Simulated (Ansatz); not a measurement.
Computed with PBE-D3(BJ)/def2-TZVP in Ansatz (a first-principles code). No frequencies were computed at this level.

Ansatz 0.2 input:
```yaml
crystal:
  periodic: [false, false, false]
  atoms:
    - { symbol: O, position_ang: [-1.274906, -0.826928, -0.416774] }
    - { symbol: Si, position_ang: [-0.021879, 0.037696, 0.121553] }
    - { symbol: O, position_ang: [0.174868, 1.331024, -0.825041] }
    - { symbol: O, position_ang: [1.312363, -0.8699, 0.062273] }
    - { symbol: Cl, position_ang: [-0.365335, 0.629423, 2.029591] }
    - { symbol: H, position_ang: [-1.43142, -1.709548, -0.092995] }
    - { symbol: H, position_ang: [-0.566962, 1.884654, -1.052042] }
    - { symbol: H, position_ang: [2.173271, -0.47642, 0.173436] }
basis:
  gaussian: { orbitals: def2-tzvp }
hamiltonian:
  xc: pbe
  dispersion: d3bj
relax:
  max_steps: 150
```

Output:

```
Functional definition: PBE
1093 factors; their error is unknown
mean field evaluation 1: about -26567.6205 eV, gradient 1.0e2 eV
mean field evaluation 2: about -26507.6816 eV, gradient 2.0e2 eV
mean field evaluation 4: about -26583.6474 eV, gradient 1.0e1 eV
mean field evaluation 8: about -26583.8395 eV, gradient 1.3e-1 eV
mean field evaluation 16: about -26583.8262 eV, gradient 1.2e-4 eV
mean field -26583.82618295 eV, -976.9375930589 hartree, gradient 4.1e-5 eV, S^2 0.000000; 0 other end points of the search recorded, 0 dependent functions left out
reference -26583.82621897 eV, -976.9375943825 hartree; 29, 29 occupied and 156, 156 virtual orbitals, 1093 factors
relax step   1: F+E_penalty+E_count = -26583.99938418 eV  Δ(F+E_penalty+E_count) = +0.000e0 eV  max|allowed force component| = 7.989e-1 eV/Å  Δτ_max = 0.0000 Å  (29 SCF iters, accepted)
these checks for a lower state are left out or cut short: starts, cluster_reference, orbital_swaps, neighbouring_geometries, increment
1093 factors; their error is unknown
mean field -26583.88169750 eV, -976.9396331811 hartree, gradient 1.2e-5 eV, S^2 0.000000; 0 other end points of the search recorded, 0 dependent functions left out
reference -26583.88173382 eV, -976.9396345155 hartree; 29, 29 occupied and 156, 156 virtual orbitals, 1093 factors
relax step   2: F+E_penalty+E_count = -26584.05333274 eV  Δ(F+E_penalty+E_count) = -5.395e-2 eV  max|allowed force component| = 3.840e-1 eV/Å  Δτ_max = 0.0311 Å  (30 SCF iters, accepted)
these checks for a lower state are left out or cut short: starts, cluster_reference, orbital_swaps, neighbouring_geometries, increment
1093 factors; their error is unknown
mean field evaluation 32: about -26583.8971 eV, gradient 1.2e-5 eV
mean field -26583.89706401 eV, -976.9401978896 hartree, gradient 1.2e-5 eV, S^2 0.000000; 0 other end points of the search recorded, 0 dependent functions left out
reference -26583.89710046 eV, -976.9401992293 hartree; 29, 29 occupied and 156, 156 virtual orbitals, 1093 factors
relax step   3: F+E_penalty+E_count = -26584.06833167 eV  Δ(F+E_penalty+E_count) = -1.500e-2 eV  max|allowed force component| = 2.142e-1 eV/Å  Δτ_max = 0.0283 Å  (30 SCF iters, accepted)
these checks for a lower state are left out or cut short: starts, cluster_reference, orbital_swaps, neighbouring_geometries, increment
1093 factors; their error is unknown
mean field -26583.90591312 eV, -976.9405230887 hartree, gradient 1.2e-5 eV, S^2 0.000000; 0 other end points of the search recorded, 0 dependent functions left out
reference -26583.90594964 eV, -976.9405244307 hartree; 29, 29 occupied and 156, 156 virtual orbitals, 1093 factors
relax step   4: F+E_penalty+E_count = -26584.07730576 eV  Δ(F+E_penalty+E_count) = -8.974e-3 eV  max|allowed force component| = 2.228e-1 eV/Å  Δτ_max = 0.0323 Å  (30 SCF iters, accepted)
these checks for a lower state are left out or cut short: starts, cluster_reference, orbital_swaps, neighbouring_geometries, increment
1093 factors; their error is unknown
mean field -26583.91420721 eV, -976.9408278908 hartree, gradient 1.5e-5 eV, S^2 0.000000; 0 other end points of the search recorded, 0 dependent functions left out
reference -26583.91424378 eV, -976.9408292346 hartree; 29, 29 occupied and 156, 156 virtual orbitals, 1093 factors
relax step   5: F+E_penalty+E_count = -26584.08621640 eV  Δ(F+E_penalty+E_count) = -8.911e-3 eV  max|allowed force component| = 3.162e-1 eV/Å  Δτ_max = 0.0483 Å  (30 SCF iters, accepted)
these checks for a lower state are left out or cut short: starts, cluster_reference, orbital_swaps, neighbouring_geometries, increment
1093 factors; their error is unknown
mean field -26583.91799008 eV, -976.9409669087 hartree, gradient 6.7e-6 eV, S^2 0.000000; 0 other end points of the search recorded, 0 dependent functions left out
reference -26583.91802642 eV, -976.9409682442 hartree; 29, 29 occupied and 156, 156 virtual orbitals, 1093 factors
relax step   6: F+E_penalty+E_count = -26584.09085502 eV  Δ(F+E_penalty+E_count) = -4.639e-3 eV  max|allowed force component| = 2.315e-1 eV/Å  Δτ_max = 0.0898 Å  (29 SCF iters, accepted)
these checks for a lower state are left out or cut short: starts, cluster_reference, orbital_swaps, neighbouring_geometries, increment
1093 factors; their error is unknown
mean field -26583.92250105 eV, -976.9411326837 hartree, gradient 1.5e-5 eV, S^2 0.000000; 0 other end points of the search recorded, 0 dependent functions left out
reference -26583.92253742 eV, -976.9411340202 hartree; 29, 29 occupied and 156, 156 virtual orbitals, 1093 factors
relax step   7: F+E_penalty+E_count = -26584.09554611 eV  Δ(F+E_penalty+E_count) = -4.691e-3 eV  max|allowed force component| = 5.945e-2 eV/Å  Δτ_max = 0.0323 Å  (30 SCF iters, accepted)
these checks for a lower state are left out or cut short: starts, cluster_reference, orbital_swaps, neighbouring_geometries, increment
1093 factors; their error is unknown
mean field evaluation 64: about -26583.9226 eV, gradient 2.9e-1 eV
mean field -26583.92270945 eV, -976.9411403423 hartree, gradient 1.5e-5 eV, S^2 0.000000; 0 other end points of the search recorded, 0 dependent functions left out
reference -26583.92274585 eV, -976.9411416799 hartree; 29, 29 occupied and 156, 156 virtual orbitals, 1093 factors
relax step   8: F+E_penalty+E_count = -26584.09564822 eV  Δ(F+E_penalty+E_count) = -1.021e-4 eV  max|allowed force component| = 1.104e-2 eV/Å  Δτ_max = 0.0051 Å  (32 SCF iters, accepted)
these checks for a lower state are left out or cut short: starts, cluster_reference, orbital_swaps, neighbouring_geometries, increment
1093 factors; their error is unknown
mean field -26583.92270525 eV, -976.9411401880 hartree, gradient 1.5e-5 eV, S^2 0.000000; 0 other end points of the search recorded, 0 dependent functions left out
reference -26583.92274164 eV, -976.9411415254 hartree; 29, 29 occupied and 156, 156 virtual orbitals, 1093 factors
relax step   9: F+E_penalty+E_count = -26584.09565589 eV  Δ(F+E_penalty+E_count) = -7.667e-6 eV  max|allowed force component| = 5.449e-3 eV/Å  Δτ_max = 0.0015 Å  (32 SCF iters, accepted)
1093 factors; their error is unknown
mean field evaluation 96: about -26583.9227 eV, gradient 1.1e-3 eV
mean field -26583.92270525 eV, -976.9411401880 hartree, gradient 1.5e-5 eV, S^2 0.000000; 1 other end points of the search recorded, 0 dependent functions left out
reference -26583.92274164 eV, -976.9411415254 hartree; 29, 29 occupied and 156, 156 virtual orbitals, 1093 factors
Total energy: -26584.09569228 eV, -976.9474973442 hartree
Atom 0 at    -1.255523    -0.910051    -0.503571 Å, force     0.003907     0.001802    -0.000854 eV/Å
Atom 1 at    -0.003831     0.006628     0.021413 Å, force     0.000838    -0.001491    -0.004662 eV/Å
Atom 2 at     0.147159     1.321723    -0.943141 Å, force    -0.000064    -0.004387     0.000477 eV/Å
Atom 3 at     1.376311    -0.873102    -0.041265 Å, force    -0.003447     0.001843    -0.002120 eV/Å
Atom 4 at    -0.355652     0.612638     1.975815 Å, force    -0.000969     0.001698     0.005449 eV/Å
Atom 5 at    -1.503986    -1.663563     0.053725 Å, force    -0.000587    -0.000281     0.000663 eV/Å
Atom 6 at    -0.572065     1.970893    -0.905853 Å, force    -0.000241     0.000804     0.000313 eV/Å
Atom 7 at     2.167587    -0.465165     0.342878 Å, force     0.000564     0.000013     0.000734 eV/Å
Dipole moment:    -0.027236     0.046814     0.150849 e Å
```

Cost: around 50 core-seconds (rough).
